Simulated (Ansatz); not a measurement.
# Active spaces for TiN, doublet

Program: Ansatz, Gaussian basis, development build; NEVPT4(SD), MRCISD by development code. Basis cc-pV(T+d)Z, nonrelativistic, 10 orbitals frozen in the corrections. State-specific CASSCF; RHF is the lowest restricted (open-shell) Hartree–Fock solution met. Letters tell apart solutions met in one space. Solutions may break the symmetry of the shape. The lowest solution met needn't be the lowest there is, nor hold the orbitals that a chemist would pick.

Geometry: bond length 1.8304 Å.

CASSCF less RHF, in eV, and natural occupations:

```tsv
CAS	CASSCF	occupations
(7,9) a	-6.491	1.87, 1.83, 1.83, 1.00, 0.16, 0.16, 0.13, 0.01, 0.01
(7,9) b	-6.156	1.87, 1.85, 1.85, 1.00, 0.15, 0.15, 0.12, 0.00, 0.00
```

Task: What totals less RHF do the corrections give on each solution?

Result: 

```csv
CAS,SC-NEVPT2,NEVPT4(SD),MRCISD,MRCISD+Q
"(7,9) a",-10.713,-11.356,-11.147,-11.452
"(7,9) b",-10.711,-11.324,-11.079,-11.421
```
